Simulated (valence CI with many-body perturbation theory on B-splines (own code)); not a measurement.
**Re⁶⁰⁺: electric-dipole lines**

Method: configuration interaction combined with many-body perturbation theory (CI+MBPT): five valence electrons over a frozen Dirac-Fock core [Ne], radial functions for each j: 9 s, 9 p, 8 d, 6 f, 3 g, 1 h, with the one-electron correlation potential Σ1 (screened to all orders), the two-electron term Σ2, the three-electron term Σ3, Breit, model QED; selected single and double excitations, second order for the rest (own B-spline code, finite nucleus).

No measured spectrum was set against this ion. As an estimate, large intervals hold to a few tenths of a per cent, small ones and those within an open d or f shell to about a per cent. Among the levels kept, up to 600 cm⁻¹ of a level comes from second order outside the variational space, and about a tenth of that is noise between levels of different J, which matters for small intervals.

Lines 151 to 200 of 222 in falling wavelength, among levels below 7857.5 × 10³ cm⁻¹, chosen from the strongest by gf and those to the six lowest levels. Wavelengths and rates use the calculated energies. Electric multipoles are in the length gauge, E1 and E2 with the static RPA response of the core. Weak lines are less certain than strong ones. Lines between different terms over intervals too small for the method are left out, as are lines whose strength nearly cancels. The highest levels of a list are the least certain.

Levels are named by their leading jj configuration (3d3/2^4 stands for four electrons in 3d with j = 3/2), which in mixed levels can hold well under half, so a name can repeat and another be missing. Letters in brackets count levels of one name in rising energy.

| λ vac (nm) | Upper | Lower | A (s⁻¹) | S (a.u.) |
| --- | --- | --- | --- | --- |
| 3.497 | (3s^2 3p1/2 3p3/2 3d5/2) J=5/2 [b] | (3s^2 3p1/2 3p3/2^2) J=3/2 | 6.37e+11 | 8.07e-02 |
| 3.457 | (3s 3p1/2^2 3p3/2 3d5/2) J=7/2 [b] | (3s 3p1/2^2 3p3/2^2) J=5/2 | 1.71e+11 | 2.79e-02 |
| 3.409 | (3s^2 3p1/2 3d3/2 3d5/2) J=5/2 | (3s 3p1/2^2 3p3/2^2) J=3/2 | 5.99e+09 | 7.03e-04 |
| 3.399 | (3s^2 3p1/2 3p3/2 3d5/2) J=3/2 [b] | (3s^2 3p1/2 3p3/2^2) J=3/2 | 1.08e+07 | 8.35e-07 |
| 3.363 | (3s^2 3p1/2 3p3/2 3d5/2) J=1/2 | (3s^2 3p1/2 3p3/2^2) J=3/2 | 6.94e+10 | 2.61e-03 |
| 3.349 | (3s^2 3p1/2 3d3/2 3d5/2) J=3/2 | (3s 3p1/2^2 3p3/2^2) J=3/2 | 1.17e+10 | 8.67e-04 |
| 3.325 | (3s 3p1/2^2 3p3/2 3d5/2) J=5/2 [b] | (3s 3p1/2^2 3p3/2^2) J=5/2 | 2.90e+10 | 3.15e-03 |
| 3.306 | (3s 3p1/2^2 3p3/2 3d5/2) J=3/2 [b] | (3s 3p1/2^2 3p3/2^2) J=5/2 | 2.49e+10 | 1.78e-03 |
| 3.182 | (3s^2 3p1/2 3d3/2 3d5/2) J=7/2 | (3s 3p1/2^2 3p3/2^2) J=5/2 | 6.80e+09 | 8.65e-04 |
| 2.915 | (3s^2 3p3/2^3) J=3/2 | (3s^2 3p1/2^2 3d5/2) J=5/2 | 3.02e+06 | 1.48e-07 |
| 2.826 | (3s 3p1/2^2 3p3/2 3d3/2) J=5/2 [a] | (3s^2 3p1/2^2 3d5/2) J=5/2 | 3.47e+08 | 2.32e-05 |
| 2.812 | (3s 3p1/2^2 3p3/2 3d3/2) J=3/2 [a] | (3s^2 3p1/2^2 3d5/2) J=5/2 | 1.29e+08 | 5.68e-06 |
| 2.758 | (3s 3p1/2^2 3p3/2 3d3/2) J=7/2 | (3s^2 3p1/2^2 3d5/2) J=5/2 | 1.52e+10 | 1.25e-03 |
| 2.648 | (3s 3p1/2^2 3p3/2 3d3/2) J=3/2 [b] | (3s^2 3p1/2^2 3d5/2) J=5/2 | 4.74e+09 | 1.74e-04 |
| 2.587 | (3s 3p1/2^2 3p3/2 3d3/2) J=5/2 [b] | (3s^2 3p1/2^2 3d5/2) J=5/2 | 6.43e+09 | 3.29e-04 |
| 2.430 | (3s^2 3p1/2 3d3/2^2) J=5/2 | (3s^2 3p1/2^2 3d5/2) J=5/2 | 4.66e+08 | 1.98e-05 |
| 2.360 | (3s^2 3p3/2^3) J=3/2 | (3s^2 3p1/2^2 3d3/2) J=3/2 | 1.01e+09 | 2.61e-05 |
| 2.357 | (3s 3p1/2 3p3/2^3) J=3/2 [a] | (3s^2 3p1/2 3p3/2^2) J=1/2 | 3.07e+10 | 7.94e-04 |
| 2.302 | (3s 3p1/2^2 3p3/2 3d3/2) J=5/2 [a] | (3s^2 3p1/2^2 3d3/2) J=3/2 | 4.65e+09 | 1.68e-04 |
| 2.292 | (3s 3p1/2^2 3p3/2 3d3/2) J=3/2 [a] | (3s^2 3p1/2^2 3d3/2) J=3/2 | 5.09e+10 | 1.21e-03 |
| 2.288 | (3s 3p1/2 3p3/2^3) J=3/2 [a] | (3s^2 3p1/2 3p3/2^2) J=5/2 | 4.84e+10 | 1.14e-03 |
| 2.283 | (3s 3p1/2^2 3p3/2^2) J=5/2 | (3s^2 3p1/2^2 3p3/2) J=3/2 | 3.61e+11 | 1.27e-02 |
| 2.283 | (3s 3p1/2^2 3p3/2 3d5/2) J=5/2 [a] | (3s^2 3p1/2^2 3d5/2) J=5/2 | 2.19e+11 | 7.71e-03 |
| 2.283 | (3s 3p1/2^2 3p3/2 3d3/2) J=1/2 [a] | (3s^2 3p1/2^2 3d3/2) J=3/2 | 4.77e+09 | 5.61e-05 |
| 2.252 | (3s 3p1/2^2 3p3/2 3d5/2) J=7/2 [a] | (3s^2 3p1/2^2 3d5/2) J=5/2 | 3.96e+10 | 1.79e-03 |
| 2.249 | (3s 3p1/2^2 3p3/2 3d5/2) J=3/2 [a] | (3s^2 3p1/2^2 3d5/2) J=5/2 | 1.27e+11 | 2.84e-03 |
| 2.239 | (3s 3p1/2 3p3/2^3) J=3/2 [a] | (3s^2 3p1/2 3p3/2^2) J=3/2 | 1.19e+12 | 2.65e-02 |
| 2.217 | (3s^2 3p1/2 3d3/2^2) J=3/2 | (3s^2 3p1/2^2 3d5/2) J=5/2 | 3.06e+10 | 6.59e-04 |
| 2.212 | (3s 3p1/2 3p3/2^3) J=5/2 | (3s^2 3p1/2 3p3/2^2) J=5/2 | 1.27e+12 | 4.07e-02 |
| 2.194 | (3s 3p1/2 3p3/2^3) J=1/2 | (3s^2 3p1/2 3p3/2^2) J=1/2 | 1.33e+12 | 1.39e-02 |
| 2.184 | (3s 3p1/2 3p3/2^3) J=3/2 [b] | (3s^2 3p1/2 3p3/2^2) J=1/2 | 3.85e+11 | 7.92e-03 |
| 2.183 | (3s 3p1/2^2 3p3/2 3d5/2) J=7/2 [b] | (3s^2 3p1/2^2 3d5/2) J=5/2 | 1.09e+12 | 4.47e-02 |
| 2.182 | (3s 3p1/2^2 3p3/2 3d3/2) J=3/2 [b] | (3s^2 3p1/2^2 3d3/2) J=3/2 | 6.60e+11 | 1.35e-02 |
| 2.166 | (3s 3p1/2 3p3/2^3) J=5/2 | (3s^2 3p1/2 3p3/2^2) J=3/2 | 4.87e+09 | 1.47e-04 |
| 2.163 | (3s 3p1/2^2 3p3/2^2) J=3/2 | (3s^2 3p1/2^2 3p3/2) J=3/2 | 9.48e+11 | 1.89e-02 |
| 2.155 | (3s 3p1/2^2 3p3/2^2) J=1/2 | (3s^2 3p1/2^2 3p3/2) J=3/2 | 7.27e+11 | 7.19e-03 |
| 2.140 | (3s 3p1/2^2 3p3/2 3d3/2) J=5/2 [b] | (3s^2 3p1/2^2 3d3/2) J=3/2 | 1.22e+12 | 3.56e-02 |
| 2.130 | (3s 3p1/2^2 3p3/2 3d5/2) J=5/2 [b] | (3s^2 3p1/2^2 3d5/2) J=5/2 | 5.75e+11 | 1.64e-02 |
| 2.126 | (3s 3p1/2 3p3/2^3) J=3/2 [b] | (3s^2 3p1/2 3p3/2^2) J=5/2 | 2.23e+12 | 4.23e-02 |
| 2.124 | (3s 3p1/2^2 3p3/2 3d3/2) J=1/2 [b] | (3s^2 3p1/2^2 3d3/2) J=3/2 | 1.45e+12 | 1.37e-02 |
| 2.122 | (3s 3p1/2^2 3p3/2 3d5/2) J=3/2 [b] | (3s^2 3p1/2^2 3d5/2) J=5/2 | 9.00e+11 | 1.70e-02 |
| 2.091 | (3s 3p1/2 3p3/2^3) J=1/2 | (3s^2 3p1/2 3p3/2^2) J=3/2 | 1.09e+12 | 9.89e-03 |
| 2.083 | (3s 3p1/2 3p3/2^3) J=3/2 [b] | (3s^2 3p1/2 3p3/2^2) J=3/2 | 2.79e+11 | 4.98e-03 |
| 2.081 | (3s^2 3p1/2 3p3/2 3d3/2) J=5/2 [a] | (3s^2 3p1/2^2 3p3/2) J=3/2 | 2.09e+09 | 5.59e-05 |
| 2.070 | (3s^2 3p1/2 3d3/2 3d5/2) J=7/2 | (3s^2 3p1/2^2 3d5/2) J=5/2 | 7.63e+10 | 2.67e-03 |
| 2.069 | (3s^2 3p1/2 3p3/2 3d3/2) J=1/2 [a] | (3s^2 3p1/2^2 3p3/2) J=3/2 | 2.90e+09 | 2.54e-05 |
| 2.068 | (3s^2 3p1/2 3p3/2 3d3/2) J=3/2 [a] | (3s^2 3p1/2^2 3p3/2) J=3/2 | 2.95e+11 | 5.15e-03 |
| 2.056 | (3s^2 3p1/2 3d3/2 3d5/2) J=5/2 | (3s^2 3p1/2^2 3d5/2) J=5/2 | 1.34e+11 | 3.45e-03 |
| 2.034 | (3s^2 3p1/2 3d3/2 3d5/2) J=3/2 | (3s^2 3p1/2^2 3d5/2) J=5/2 | 1.87e+10 | 3.10e-04 |
| 2.032 | (3s^2 3p1/2 3d3/2^2) J=5/2 | (3s^2 3p1/2^2 3d3/2) J=3/2 | 2.24e+12 | 5.57e-02 |
